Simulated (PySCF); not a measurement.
## Partial charges of `CC1=C[C@@H]2C=C[C@H]1C=C2C`

Species: C10H12.
Z-matrix (Å and degrees, PBE0-D3(BJ)/def2-SVP geometry), rows numbered from 1:
```
C 
C   1  1.4875
C   2  1.3343  1  128.09
C   3  1.5287  2  113.44  1  -179.90
C   4  1.5288  3  106.18  2    55.78
C   5  1.3316  4  112.80  3   -55.58
C   6  1.5286  5  112.73  4    -0.55
C   7  1.5287  2  105.94  1  -123.73
C   8  1.3343  7  113.49  2   -56.70
C   9  1.4876  4  120.10  3  -123.62
H   1  1.1037  2  111.04  3   120.99
H   1  1.1038  2  111.01  3  -120.61
H   1  1.0993  2  111.68  3     0.17
H   3  1.0914  2  125.13  1    -0.15
H   4  1.0973  3  112.87  2  -179.95
H   5  1.0912  4  121.57  3   124.12
H   6  1.0912  5  125.67  4   179.79
H   7  1.0973  2  112.23  1    -0.13
H   8  1.0914  7  121.40  2   123.46
H  10  1.1038  9  111.01  4    59.08
H  10  1.1037  9  111.04  4   -59.31
H  10  1.0993  9  111.67  4   179.87
```

Density: PBE0/pcSseg-1 (PySCF); schemes: Mulliken, IAO, Hirshfeld and ESP-fitted. Geometry: PBE0-D3(BJ)/def2-SVP; no solvent, vibrations or thermal averaging.

Do the Mulliken, IAO, Hirshfeld and ESP-fitted schemes agree on where the charge is lowest?

The schemes don't all agree: Mulliken C4 and C7 (-0.282); IAO C1 and C10 (-0.412); Hirshfeld C1 (-0.114); ESP-fitted C1 (-0.541).

Do the Mulliken, IAO, Hirshfeld and ESP-fitted schemes agree on where the charge is highest?

The schemes don't all agree: Mulliken H11, H12, H20 and H21 (+0.126); IAO H16 and H17 (+0.149); Hirshfeld H16 and H17 (+0.048); ESP-fitted C7 (+0.240).

At which atom do the 4 schemes differ most?

At C7: from -0.282 (Mulliken) to +0.240 e (ESP-fitted), 0.522 e apart.

Tabulate the Mulliken, IAO, Hirshfeld and ESP-fitted charges.

In e:

| atom | environment | Mulliken | IAO | Hirshfeld | ESP-fitted |
| --- | --- | --- | --- | --- | --- |
| C1 | allylic carbon | -0.147 | -0.412 | -0.114 | -0.541 |
| C2 | fully substituted alkene carbon | -0.210 | +0.022 | +0.003 | +0.180 |
| C3 | alkene CH carbon | +0.041 | -0.180 | -0.071 | -0.453 |
| C4 | sp3 carbon at a ring junction | -0.282 | -0.141 | -0.028 | +0.227 |
| C5 | alkene CH carbon | -0.016 | -0.153 | -0.058 | -0.275 |
| C6 | alkene CH carbon | -0.016 | -0.153 | -0.058 | -0.285 |
| C7 | sp3 carbon at a ring junction | -0.282 | -0.141 | -0.028 | +0.240 |
| C8 | alkene CH carbon | +0.041 | -0.180 | -0.071 | -0.464 |
| C9 | fully substituted alkene carbon | -0.210 | +0.022 | +0.003 | +0.199 |
| C10 | allylic carbon | -0.147 | -0.412 | -0.113 | -0.538 |
| H11 | methyl hydrogen | +0.126 | +0.144 | +0.043 | +0.146 |
| H12 | methyl hydrogen | +0.126 | +0.144 | +0.043 | +0.144 |
| H13 | methyl hydrogen | +0.117 | +0.146 | +0.046 | +0.168 |
| H14 | vinylic hydrogen | +0.072 | +0.144 | +0.044 | +0.189 |
| H15 | methine hydrogen | +0.078 | +0.137 | +0.043 | +0.053 |
| H16 | vinylic hydrogen | +0.096 | +0.149 | +0.048 | +0.157 |
| H17 | vinylic hydrogen | +0.096 | +0.149 | +0.048 | +0.160 |
| H18 | methine hydrogen | +0.078 | +0.137 | +0.043 | +0.052 |
| H19 | vinylic hydrogen | +0.072 | +0.144 | +0.044 | +0.191 |
| H20 | methyl hydrogen | +0.126 | +0.144 | +0.043 | +0.142 |
| H21 | methyl hydrogen | +0.126 | +0.144 | +0.043 | +0.145 |
| H22 | methyl hydrogen | +0.117 | +0.146 | +0.046 | +0.165 |

Mean size of the charges over all atoms: ESP-fitted 0.232 e, IAO 0.161 e, Mulliken 0.119 e, Hirshfeld 0.049 e. Each set sums to the total charge, 0, to within 0.001 e. The Mulliken scheme counts on each atom the diagonal of the density matrix times the overlap matrix over that atom's basis functions. The IAO scheme projects the occupied orbitals on a minimal set of polarised atomic orbitals and counts the electrons in each atom's part of it.

How many electrons does the ESP-fitted scheme count on C10?

Z − q = 6 − (-0.538) = 6.538.

Sum the charges by element.

```csv
element,atoms,Mulliken,IAO,Hirshfeld,ESP-fitted
C,10,-1.228,-1.728,-0.534,-1.711
H,12,+1.228,+1.727,+0.534,+1.711
```
